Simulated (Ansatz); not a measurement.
Mulliken charges of `[AlH2][CH2][GeH3]` from PBE/def2-TZVPP in Ansatz (PBE0-D4/def2-TZVP geometry).

```csv
atom,x (Å),y (Å),z (Å),charge (e)
Al1,-1.445,0.299,-1.061,0.375
C2,0.453,0.237,-0.649,-0.384
Ge3,0.837,-0.373,1.173,0.067
H4,-2.168,-0.980,-1.665,-0.122
H5,-2.280,1.616,-0.761,-0.122
H6,0.908,1.228,-0.746,0.115
H7,0.978,-0.447,-1.323,0.115
H8,0.266,-1.788,1.393,-0.015
H9,0.181,0.569,2.200,-0.014
H10,2.353,-0.411,1.442,-0.015
```

Q: By hand: the dipole of these point charges (1 e Å = 4.8032 D).

A: Σ q r = (0.058, 0.033, -0.085) e Å, of length 0.108 e Å = 0.52 D.

Q: How does the dipole of the full density compare? (Best estimate.)

A: The calculation gave: (0.164, 0.046, -0.114) e Å, 0.98 D; the point charges give 0.53 times that, at 21° from its direction.

Point charges leave out the atoms' own dipoles, such as those of lone pairs, and Mulliken's split depends on the basis, so the two needn't agree.
